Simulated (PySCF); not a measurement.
Species: CH4BrNSi.
Atom-mapped SMILES: `[H]/[N:1]=[CH:2]\[SiH2:3][Br:4]` (hydrogens: H5 on N1; H6 on C2; H7, H8 on Si3)

Level of theory: core-valence-separated Tamm–Dancoff BHandHLYP/aug-pcX-1 (pcseg-1 on H, def2-SVPD on Br, def2-SVPD on Si) in PySCF, non-relativistic, gas phase, PBE0-D3(BJ)/def2-SVP geometry.

Computed carbon K-edge spectrum, Gaussian lines of 0.8 eV full width, highest printed point 100; it ends one width below the last computed root. BHandHLYP without relativity tends to put these K edges a few eV too low, so spacings mean more than positions.

```csv
photon energy (eV),absorption
281.4,1
281.6,5
281.8,17
282.0,43
282.2,78
282.4,100
282.6,91
282.8,59
283.0,27
283.2,9
283.4,2
283.6,0
283.8,0
284.0,0
284.2,0
284.4,0
284.6,0
284.8,0
285.0,0
285.2,0
285.4,0
285.6,0
285.8,0
286.0,2
286.2,5
286.4,13
286.6,26
286.8,42
287.0,60
287.2,73
287.4,70
287.6,53
287.8,34
288.0,25
```

Question: Where are the maxima, and which lines make them up?

Answer: 2 maxima:
- 282.4 eV: C2 (C=N carbon), 282.45 eV, f = 0.061, 1s→π*, 100 % of the height at the exact maximum
- 287.3 eV: C2 (C=N carbon), 287.34 eV, f = 0.039, 85 % of the height at the exact maximum; C2 (C=N carbon), 286.86 eV, f = 0.013, 14 % of the height at the exact maximum

Roots within 0.03 eV on the same or equivalent atoms count as one line; shares under 12 % aren't listed.

Vibrational structure and lifetime widths aren't in the curve. The ionisation threshold wasn't computed; near and above it a finite basis only mimics Rydberg series and continuum. The BHandHLYP/aug-pcX-1 (pcseg-1 on H, def2-SVPD on Br, def2-SVPD on Si) calculation is non-relativistic and has no spin–orbit coupling, an omission that weighs most on bromine.

Shape of the structure used: `[H]/[N:1]=[CH:2]\[SiH2:3][Br:4]`: N1–C2–Si3–Br4 1°.

One conformer stands for the species.
